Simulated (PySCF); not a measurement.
## Checking a proposed structure

A compound C₄H₁₂N₂Si₂ gives the data below (simulated from a calculation) and was assigned the structure `CC1=NN([SiH3])C[C@@H]1[SiH3]`.

13C{1H} NMR (computed): δ 147.8 (CH), 142.7 (CH2), 59.3 (CH2), 41.5 (CH3).

1H NMR (300 MHz, computed): δ 6.66 (m, 1H), 6.44 (m, 1H), 6.16 (m, 1H), 5.70 (m, 1H), 5.20 (m, 1H), 2.86 (m, 1H), 2.85 (m, 1H), 2.67 (s, 3H), 0.58 (br s, 2H).

Relativity neglected, one conformer, no solvent model, fast rotation and ring inversion assumed for equivalent nuclei. Geometry from GFN2-xTB; PBE0/pcSseg-1 with gauge-including orbitals; PySCF 2.14.

Shifts are taken against calculated references (same method and geometry level): TMS for 1H, 13C.

(1) Compare with the shifts computed for the proposed structure, pairing carbons in order of shift.

(2) Which isomer fits?

Answers

(1) Atom-mapped SMILES (the numbers label the heavy atoms): `[CH3:1][C:2]1=[N:3][N:4]([SiH3:5])[CH2:6][C@@H:7]1[SiH3:8]`; H(Xn) means a hydrogen on atom n.

```csv
atom,computed for proposal,given list,difference
C2,146.5,147.8,-1.3
C6,55.4,142.7,-87.3
C7,34.6,59.3,-24.7
C1,17.7,41.5,-23.8
```

The rms difference is 46.9 ppm and the largest -87.3 ppm at C6 (sp3 CH2 bonded to N). The carbon types in order of shift don't match either: C, CH2, CH, CH3 for the proposal against CH, CH2, CH2, CH3 in the data. The proposal doesn't fit.

(2) `C=C[Si@@H]1N(C)C[Si@@H]1N`.

Carbon types of the structure: 1 × CH, 2 × CH2, 1 × CH3, leaving 4 H on heteroatoms. δC 147.8: alkene CH; as expected for a trigonal carbon in a double bond. δC 142.7: terminal =CH2 carbon; an sp2 carbon of a C=C bond. δC 41.5: methyl carbon bonded to N; deshielded by the electronegative neighbour. δH 2.67: hydrogen on a methyl carbon bonded to N; its carbon carries N, hence the downfield position.

Other isomers checked: CN(C)[Si@@](C)([SiH3])C#N (rms 56.2 ppm).

The data come from this structure; uniqueness wasn't tested.

The OH or NH signal is concentration- and solvent-dependent in practice; the value given is the gas-phase one. Shifts are as computed. Against solution values, carbons near 30 ppm lie about +3 ppm off and those near 130 ppm about +5 ppm. Of 1309 compounds with measured shifts, 239 miss one by over three times the rms of a fit or turn the order of signals round; such compounds aren't used in these exercises. No couplings were computed; multiplicities are counted from neighbouring protons, with m where these are inequivalent, close in shift, in a saturated or five-membered ring or joined by F or P, and br s for small geminal =CH2 splittings.
